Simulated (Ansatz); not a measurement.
Born–Oppenheimer molecular dynamics of AlClFHO (5 atoms, charge 0, multiplicity 1). It starts from a relaxed structure.

Level of theory: RKS BHLYP/6-31G* (Ansatz).

```yaml
ensemble: NVE (velocity Verlet)
time_step: 0.5 fs
steps_asked: 166
starting_velocities_drawn_for: 100 K
masses: H 2.014 u
seed: 330836
```

First frame:

```xyz
5
Properties=species:S:1:pos:R:3
Al -0.008 -0.034 -0.014
O -0.027 -0.122 1.661
H -0.826 -0.160 2.179
Cl 1.810 0.043 -1.007
F -1.392 -0.009 -0.882
```

**Question.** How far do the bonds stretch over the last three quarters of this one trajectory? (Pairs bonded in most of those frames.)

**Answer.** 
| bond | mean (Å) | spread (Å) | shortest | longest |
| --- | --- | --- | --- | --- |
| Al1–O2 | 1.678 | 0.013 | 1.65 | 1.70 |
| Al1–Cl4 | 2.078 | 0.013 | 2.06 | 2.10 |
| Al1–F5 | 1.635 | 0.007 | 1.63 | 1.65 |
| O2–H3 | 0.954 | 0.010 | 0.94 | 0.97 |

Mean temperature of the second half: 50 K. The conserved energy stayed within 0.023 meV per atom of its start (net change 0.02 meV per atom), so the integration is sound. Over the second half the temperature averaged 0.50 of the 100 K drawn at the start: a run that starts near a minimum puts about half its kinetic energy into the potential. A run of 0.083 ps of so small a system gives no equilibrium averages.

Time of the run: 6.8 min on 1 thread of Arm Neoverse V1 (shared host), peak memory 0.12 GiB.
